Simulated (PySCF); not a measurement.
# Polarisability and C₆ of Cl⁻ (chlorine, charge -1)

[Ar], closed-shell 1S. Calculation: PySCF 2.14, in aug-cc-pwCVTZ; no relativity, point nucleus. Coupled (time-dependent) response in atomic units; α is the mean over directions.

```json
{"method": "UHF", "mean α (bohr³)": "25.59", "C₆ (like pair)": "221.3", "S(−4)": "174.4"}
{"method": "PBE0", "mean α (bohr³)": "28.53", "C₆ (like pair)": "253.9", "S(−4)": "240.3"}
{"method": "wB97X", "mean α (bohr³)": "28.31", "C₆ (like pair)": "249.0", "S(−4)": "241.7"}
```

S(−4) is the Cauchy moment in α(ω) = α(0) + S(−4) ω² + …

α(iu) at wB97X:

```tsv
u (hartree)	α(iu) (bohr³)
0	28.31
0.0500	27.73
0.100	26.19
0.200	21.95
0.300	17.88
0.500	11.86
0.750	7.452
1.00	4.998
1.50	2.646
2.00	1.630
3.00	0.8079
5.00	0.3362
```

A single London oscillator, α(iu) = α/(1 + u²/ω²), gives C₆ = (3/4) ω α². Matching the computed C₆ needs ω = 4 × 249.0 / (3 × 28.31²) = 0.414 hartree.

For an ion, C₆ is the dispersion term alone; charge-induced terms of lower order in 1/R come first.
